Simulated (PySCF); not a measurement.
**A small calculation by hand: refractive index and permittivity of the vapour**

C6H7, SMILES [C]1C=CCCC=1, multiplicity 2.

The structure is a stationary point at PBE-D3(BJ)/def2-SVP. The isomer is the one that the SMILES or the coordinates give; other isomers of the formula were not compared. The values are those of a single conformer.

r2SCAN/def2-TZVP (PySCF) gives a mean static polarisability of 68.8 bohr³ and a dipole moment of 1.39 D. Take an ideal gas at 298.15 K and 0.01 bar, whether or not the substance is that volatile.

Q: Work out n − 1 in the optical limit and the static ε − 1.

A: 
Polarisability volume α' = 68.8 × 0.148185 = 10.20 Å³. Number density N = p/kT = 2.43e-7 Å⁻³.
Dilute limit of Lorentz–Lorenz: n − 1 = 2π N α' = 1.6e-5.
Orientation term of Debye: μ²/(3kT) = 8.098 Å³ × μ²(D²) = 15.65 Å³.
ε − 1 = 4π N (α' + μ²/3kT) = 7.9e-5. Orientation of the dipole supplies 61 % of the static response; it can't follow optical fields. Vibrational polarisation and dispersion are left out.
